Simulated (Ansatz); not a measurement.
HCl3Ge, triplet, at the geometry of the source list (a higher spin typed on purpose: for a closed-shell molecule this is an excited state); Ansatz (a quantum-chemistry and plane-wave program) with HF/STO-3G.

Input for Ansatz:
Ansatz 0.2 input:
```yaml
crystal:
  periodic: [false, false, false]
  atoms:
    - {symbol: Ge, position_ang: [-0.00800000, -0.00280000, 0.12450000]}
    - {symbol: Cl, position_ang: [-0.16690000, 1.98490000, -0.56600000]}
    - {symbol: Cl, position_ang: [1.85090000, -0.79850000, -0.47790000]}
    - {symbol: Cl, position_ang: [-1.55990000, -1.15360000, -0.72390000]}
    - {symbol: H, position_ang: [-0.11600000, -0.03000000, 1.64330000]}
basis:
  gaussian:
    orbitals: STO-3G
hamiltonian:
  xc: hf
magnetization: {spin_polarized: true, initial_magnetization: 2}
```

It wrote (shortened):

```
Functional definition: HF
486 factors; integrals over basis functions are off by at most 1.7e-5 eV
mean field evaluation 1: about -92948.5747 eV, gradient 1.4e1 eV
mean field evaluation 2: about -92948.6214 eV, gradient 1.4e1 eV
mean field evaluation 4: about -92951.0409 eV, gradient 1.4e0 eV
mean field evaluation 8: about -92951.1063 eV, gradient 6.2e-2 eV
mean field evaluation 16: about -92952.3526 eV, gradient 1.1e0 eV
mean field evaluation 32: about -92952.3687 eV, gradient 5.8e-2 eV
mean field evaluation 64: about -92951.1760 eV, gradient 4.7e-1 eV
mean field evaluation 96: about -92951.3133 eV, gradient 1.1e0 eV
mean field evaluation 128: about -92950.6186 eV, gradient 1.1e0 eV
mean field evaluation 160: about -92951.1058 eV, gradient 4.1e-2 eV
mean field evaluation 192: about -92951.7967 eV, gradient 1.9e0 eV
mean field evaluation 224: about -92952.3678 eV, gradient 1.6e-1 eV
mean field evaluation 256: about -92952.3202 eV, gradient 7.4e-1 eV
mean field -92952.39303989 eV, -3415.9374388212 hartree, gradient 2.6e-6 eV, S^2 2.002510; 7 other end points of the search recorded, 0 dependent functions left out
reference -92952.39303989 eV, -3415.9374388212 hartree; 43, 41 occupied and 3, 5 virtual orbitals, 486 factors
Total energy: -92952.39303989 eV, -3415.9374388212 hartree
```
